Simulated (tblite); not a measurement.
C6H6NO2 (doublet state).
Cartesian coordinates in Å at the GFN2-xTB level; atoms count from 1:
```
atom  x, y, z in Å
C1    -1.3160   -1.9619    1.0694
C2    -0.7528   -0.9483    0.4058
C3     0.2420   -0.3640   -0.3111
N4     1.4833   -0.3658   -0.8320
C5     2.0509    0.7045   -1.4848
O6     1.5122    1.7645   -1.6624
C7    -0.9493    0.4896   -0.0653
C8    -0.8929    1.5746    0.9380
O9    -1.6032    2.5403    0.9478
H10   -0.8094   -2.9053    1.1746
H11   -2.2899   -1.8628    1.5116
H12    2.0175   -1.2214   -0.7353
H13    3.0718    0.4615   -1.8234
H14   -1.6400    0.6955   -0.8792
H15   -0.1287    1.4071    1.7244
```

Calculated harmonic vibrations of the isolated species, GFN2-xTB (tblite), most abundant isotopes, no scaling. Against measured fundamentals such values can be off by several per cent, at times by over 20. One conformer, not necessarily the lowest. Open shells enter through the occupations alone, without spin polarisation, and single modes of such species can be off by tens of per cent.

Harmonic wavenumbers (cm⁻¹): 49.4, 61.5, 102.0, 124.4, 180.5, 233.9, 280.7, 344.1, 396.9, 453.4, 500.3, 559.6, 582.9, 670.9, 740.6, 762.1, 876.1, 905.7, 931.6, 989.8, 1001.1, 1062.0, 1108.5, 1129.7, 1222.2, 1319.7, 1354.3, 1379.8, 1386.5, 1511.0, 1724.4, 1775.7, 1834.6, 2739.4, 2808.9, 2992.7, 3106.7, 3146.0, 3374.5.

A = 1988, B = 1386, C = 851.8 MHz; mass 124.040 u (most abundant isotopes); point group C1, symmetry number 1; spin multiplicity 2.

Task: Zero-point energy?

Result: ½Σν̃ = 22862 cm⁻¹ = 65.37 kcal/mol.

Task: Entropy at 500 K, 1 bar (ideal gas, RRHO, classical rotation)?

Result: Translation 42.95, rotation 30.85, vibration 45.44, spin (R ln 2) 1.38: S = 120.6 cal/(mol K).

Task: And Cp and H(500 K) − H(0)?

Result: Cp = 49.25 cal/(mol K), of which vibrations give 41.30 (their classical limit is 39 R = 77.5); H(500 K) − H(0) = 15.26 kcal/mol without the zero-point energy, 11.29 from vibrations.

Task: What must be added to the electronic energy to get the Gibbs energy at 500 K and 1 bar?

Result: ZPE + [H(500 K) − H(0)] − T·S = 65.37 + 15.26 − 60.31 = 20.32 kcal/mol.

Task: Which modes carry the vibrational entropy at 500 K?

Result: 49.4 cm⁻¹: 5.87; 61.5 cm⁻¹: 5.43; 102.0 cm⁻¹: 4.43; 124.4 cm⁻¹: 4.04; 180.5 cm⁻¹: 3.31; 233.9 cm⁻¹: 2.81 cal/(mol K); the other 33 give 19.55 together.

Hindered rotation and anharmonicity are outside this model. Other conformers, if any are populated, would add a mixing term that is left out. The structure is chiral; the term R ln 2 for an equal mix with its mirror image is left out.
